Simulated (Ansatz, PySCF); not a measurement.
Reaction (SMILES): CCOC=O → C[CH]OC=O + H atom (the C-H bond at the site shown breaks; other sites are not compared here)
Geometries: B3LYP-D3(BJ)/def2-TZVP minima from Ansatz (a first-principles code), one conformer each, not searched for the lowest.

Wanted: bond dissociation energy (electronic energy difference), in kcal/mol. Cores are frozen in the correlated levels unless marked. UHF or UKS for open shells. Spin-orbit coupling is left out. Non-relativistic. CBS(X,Y): correlation extrapolated as X^-3; Hartree-Fock from the larger set. The bracket is a focal-point correction in the basis named.

RI-MP2/CBS(cc-pVTZ,cc-pVQZ)+[CCSD(T)-MP2]/cc-pVTZ (Ansatz) gives 106.7 kcal/mol.

Q: Another calculation gave 101.3 kcal/mol. Which level was it?
A. B3LYP/def2-TZVPD (Ansatz)
B. HF/def2-TZVPD (PySCF)
C. SVWN5/def2-TZVPD (Ansatz)
D. r2SCAN/def2-TZVPD (Ansatz)

A: A, B3LYP/def2-TZVPD (Ansatz). The others give 81.8 (HF), 108.4 (SVWN5), 98.5 (r2SCAN) kcal/mol.
